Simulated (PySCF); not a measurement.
A search over the determinants of CaSb

Unrestricted PBE0; basis Ca def2-SVPD, Sb def2-SVPD with ECP28; scalar-relativistic core potentials; PySCF 2.14. Outer shells of the fragments: Ca 4s2; Sb 4d10 5s2 5p3.

Followed along the bond (rough minima from three points):

| 2Ms+1 | unpaired | ⟨S²⟩ at the start | R at minimum (Å) | Te (eV) |
| --- | --- | --- | --- | --- |
| 4 | σ ↑, π ↑↑ | 3.75 | 3.09 | 0.00 |
| 2 | σ ↓, π ↑↑ | 1.76 | 3.07 | 0.07 |
| 2 | π ↑ | 0.96 | 2.82 | 0.09 |
| 2 | σ ↑, π ↑↓ | 1.76 | 3.07 | 0.34 |
| 4 | σ ↑↑, π ↑ | 3.75 | 2.92 | 0.86 |

Solutions found at the starting distance of 2.955 Å, counted from the lowest of them; the search is not exhaustive and high or unbound solutions are not listed, so other states can lie among these:

| 2Ms+1 | unpaired | term | E (eV) | ⟨S²⟩ | ⟨Lz²⟩ | μ (D) |
| --- | --- | --- | --- | --- | --- | --- |
| 4 | σ ↑, π ↑↑ | ⁴Σ⁻ | 0.00 | 3.75 | 0.00 | -3.04 |
| 2 | σ ↓, π ↑↑ | mixed | 0.07 | 1.76 | 0.00 | -3.24 |
| 2 | π ↑ | ²Π | 0.12 | 0.96 | 1.01 | -7.38 |
| 2 | σ ↑, π ↑↓ | mixed | 0.33 | 1.76 | 2.01 | -3.11 |
| 4 | σ ↑↑, π ↑ | ⁴Π | 0.83 | 3.75 | 1.02 | -3.56 |
| 2 | σ ↑ | mixed | 1.18 | 0.75 | 2.01 | -2.92 |
| 4 | π ↑↑↑ | ⁴Π | 1.52 | 3.75 | 1.00 | -2.55 |
| 4 | π ↑↑, δ ↑ | ⁴Δ | 1.92 | 3.76 | 4.00 | -6.70 |
| 2 | π ↑↑, δ ↓ | mixed | 1.95 | 1.80 | 4.00 | -6.34 |
| 2 | π ↑ | ²Π | 3.12 | 0.75 | 1.01 | 4.75 |

A term symbol is given only where ⟨S²⟩ and ⟨Lz²⟩ are close to those of a pure state; real π, δ and φ orbitals otherwise mix terms. A positive dipole means Ca(−)Sb(+).

Spin–orbit coupling is left out.
